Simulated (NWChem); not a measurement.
Molecule: BeI$_{2}$; SMILES [Be]([I])[I]

def2 effective core potentials on I; no spin-orbit coupling.

Give the equilibrium geometry at PBE0/def2-SVP with def2 effective core potentials on I (NWChem) as a list of bonds and angles, with the point group.

point group D*h; any orientation.
Bonds (Å): Be1–I2 2.168, Be1–I3 2.168. Bond angles (°): I2–Be1–I3 180.0.
